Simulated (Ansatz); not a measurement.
The cluster Na11⁺, 11 atoms. Hardware: 4 threads of Intel Xeon Platinum 8488C on a shared host.

Correlated methods freeze 11 core orbitals; core or outer-core shells of Na are correlated, in sets that lack core-valence functions.

(1) How many basis functions does each of these Ansatz runs have, and roughly what does it cost? PBE/def2-TZVP, charge 1 singlet, energy and forces, from earlier orbitals; PBE/def2-SVP, charge 1 singlet, relaxation, 38 steps; PBE0/def2-SVP, charge 1 singlet, energy, from earlier orbitals; MP2/def2-SVP, charge 1 singlet, energy, from earlier orbitals; RPA@PBE/def2-SVP, charge 1 singlet, energy, from earlier orbitals; revPBE/def2-TZVP, charge 1 singlet, energy, from earlier orbitals; r2SCAN0/def2-TZVP, charge 1 singlet, energy, from earlier orbitals; PBE0/def2-TZVP, charge 1 singlet, energy, from earlier orbitals; PBE/def2-SVP, charge 1 singlet, energy, from earlier orbitals; r2SCAN/def2-TZVP, charge 1 singlet, energy, from earlier orbitals.

## Answers

(1) Other jobs shared the machine, so times can vary by a factor of up to 3. A dash marks memory too small to be measured apart from the calling script's.

```csv
run,functions,fitting or Cholesky vectors,wall time,peak host memory (GiB)
"MP2/def2-SVP, charge 1 singlet, energy, from earlier orbitals",165,1485,3.6 s,0.61
"PBE/def2-SVP, charge 1 singlet, energy, from earlier orbitals",165,1925,3.7 s,–
"RPA@PBE/def2-SVP, charge 1 singlet, energy, from earlier orbitals",165,1485,6 s,–
"PBE0/def2-SVP, charge 1 singlet, energy, from earlier orbitals",165,1485,6.5 s,0.58
"revPBE/def2-TZVP, charge 1 singlet, energy, from earlier orbitals",352,3047,7.5 s,1.2
"PBE/def2-TZVP, charge 1 singlet, energy and forces, from earlier orbitals",352,3047,8.5 s,1.2
"r2SCAN/def2-TZVP, charge 1 singlet, energy, from earlier orbitals",352,3047,15 s,1.3
"r2SCAN0/def2-TZVP, charge 1 singlet, energy, from earlier orbitals",352,3146,23 s,2.4
"PBE0/def2-TZVP, charge 1 singlet, energy, from earlier orbitals",352,3146,25 s,2.3
"PBE/def2-SVP, charge 1 singlet, relaxation, 38 steps",165,1925,95 s,–
```
